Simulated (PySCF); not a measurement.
Bonds (- single, = double, # triple, : aromatic): O1-C2 1.232 Å, C2:O3 1.396 Å, O3:C4 1.370 Å, C4:C5 1.354 Å, C5:C6 1.413 Å, C6-O7 1.443 Å, O7-C8 1.288 Å, C8-F9 1.354 Å, C8-F10 1.369 Å, C8-F11 1.349 Å, C6:C2 1.404 Å. C4 carries H12; C5 carries H13. Formal charges: O1 -1.

Total charge -1.

Geometry: GFN2-xTB; GIAO shifts from PySCF 2.14, gas phase, non-relativistic, averaged over equivalent atoms.

At PBE0/pcSseg-1 (197 basis functions, roughly 90 core-seconds):
```tsv
atoms	δ (ppm)
O3	279.4
O1	252.1
O7	113.2
C2	166.1
C8	132.6
C5	113.6
C4	111.9
C6	111.3
F9/F10/F11	-70.1
H13	6.08
H12	5.70
```

Shifts are taken against calculated references (same method and geometry level): H2O for 17O (σ = 336.08 ppm); 13C (σ = 186.93 ppm), 1H (σ = 31.72 ppm) vs TMS; 19F (σ = 170.95 ppm) against CFCl3.

What do these become at PBE0/6-311G**?

## Answers


```csv
atoms,δ at PBE0/6-311G**,change
O3,279.7,+0.3
O1,254.4,+2.3
O7,116.0,+2.8
C2,163.0,-3.1
C8,129.3,-3.3
C5,112.2,-1.4
C4,110.2,-1.7
C6,110.3,-1.0
F9/F10/F11,-77.9,-7.8
H13,6.03,-0.05
H12,5.65,-0.05
```

Chemical shifts δ = σref − σ; 17O (343.32 ppm) against H2O; 13C (190.38 ppm) and 1H (32.08 ppm) vs TMS; 19F (166.56 ppm) vs CFCl3, all at this level.

The largest change is at F9/F10/F11 (fluorine of an OCF3 group). Cost: 210 basis functions, of the order of 80 core-seconds. The order of the carbon signals changes between the two levels.

Unscaled 19F shifts against computed CFCl3 carry errors that often reach 10 to 50 ppm. Unscaled 17O shifts of doubly bonded oxygen tend to come out too high, by tens of ppm or more. Experimental scales use liquid or dissolved standards, which lie at an offset from isolated H2O (liquid H2O: subtract about 36 ppm).
